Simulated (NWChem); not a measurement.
Species: SnNH₄O₂F; SMILES [NH2][Sn]([OH])([OH])[F]

```xyz
9

N     -0.9405    -1.6089    -0.8779
Sn    -0.0188     0.0012    -0.0102
O     -1.2593     1.1479     1.0466
O      0.8987     1.2585    -1.2565
F      1.3804    -0.7811     1.1193
H     -0.8261    -2.4107    -0.2390
H     -1.9532    -1.4223    -0.9313
H     -0.8538     2.0329     1.1461
H      1.6187     0.7816    -1.7155
```
Atoms are numbered in this order, from 1.

Computed with NWChem. The geometry was optimised at PBE-D3(BJ)/def2-SVP (def2 core potentials past Kr). No frequency run checked for a minimum. B3LYP is NWChem's, with the RPA form of VWN correlation.

For level B3LYP/STO-3G, non-relativistic:

```yaml
highest occupied level (eV): -3.37
orbital gap (eV): 6.88
dipole (D): 0.43
```

**Question.** How do the values read with level B3LYP/3-21G, non-relativistic instead?

**Answer.** 
| Property | Value |
|---|---|
| highest occupied level (eV) | -7.09 |
| orbital gap (eV) | 5.62 |
| dipole (D) | 0.93 |
